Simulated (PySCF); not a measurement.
**C₆ coefficients of unlike pairs at BP86**

Calculated with PySCF 2.14 from the dipole response of each species, C₆(A,B) = (3/π) ∫ α_A(iu) α_B(iu) du, in atomic units, from isotropic polarisabilities. For ions this is the dispersion term alone; charge-induced terms of lower order in 1/R come first.

| species | configuration | basis | relativity | α (bohr³) | C₆ (like pair) |
| --- | --- | --- | --- | --- | --- |
| Ni²⁺ | [Ar] 3d8 (3F) | aug-cc-pVTZ-DK (8s7p5d3f2g) | spin-free X2C | 3.471 | 9.865 |
| Cu | [Ar] 3d10 4s1 (2S) | aug-cc-pVDZ-DK (7s6p4d2f) | spin-free X2C | 38.43 | 226.1 |
| Tc²⁺ | [Kr] 4d5 (6S) | dyall-av2z (22s15p11d2f) | none | 8.639 | 46.26 |

Question: Estimate C₆ for Tc²⁺ with Ni²⁺.

Answer: The integral gives 21.10. The combination rule 2 C_A C_B / (C_A α_B/α_A + C_B α_A/α_B) gives 21.16 and the geometric mean 21.36.

No spin-orbit coupling is included.

The other pairs:

```tsv
pair	C₆
Tc²⁺, Cu	86.91
Cu, Ni²⁺	37.50
```
